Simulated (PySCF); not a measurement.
All of these have the formula C6H13P. Computed, not measured: PySCF 2.14.0, density-fitted response routines, TDDFT B3LYP/def2-SVPD, vertical, gas phase, core orbitals frozen in the response. Geometries: GFN2-xTB; one conformer of each isolated species. Triplets are in the Tamm–Dancoff approximation. 'Strongest' means the level of largest summed f among the lowest 8 singlets; it needn't be the same kind of state in each.

Problem. Rank by computed energy of the strongest computed level, highest first.
A. `CC=P1(CC)CC1`
B. `CC(C)CP1CC1`
C. `C=CCP(C)CC`
D. `C=CP(C)(C)=CC`
E. `C=[P@@]1(C)CC[C@H]1C`

Solution. B (7.15 eV), C (6.85 eV), E (6.01 eV), A (3.97 eV), D (3.09 eV).

```tsv
SMILES	strongest (eV)	T1 (eV)	α (au)	gap (eV)	LUMO (eV)	S1 mainly
CC(C)CP1CC1	7.15	5.26	97.8	7.04	0.31	H→L (92%)
C=CCP(C)CC	6.85	4.41	102.5	6.27	-0.05	H→L (99%)
C=[P@@]1(C)CC[C@H]1C	6.01	4.08	100.6	5.21	0.14	H→L (66%)
CC=P1(CC)CC1	3.97	3.09	104.9	4.68	-0.11	H→L (77%)
C=CP(C)(C)=CC	3.09	2.30	108.9	3.63	-0.88	H→L (98%)
```

H and L stand for HOMO and LUMO.
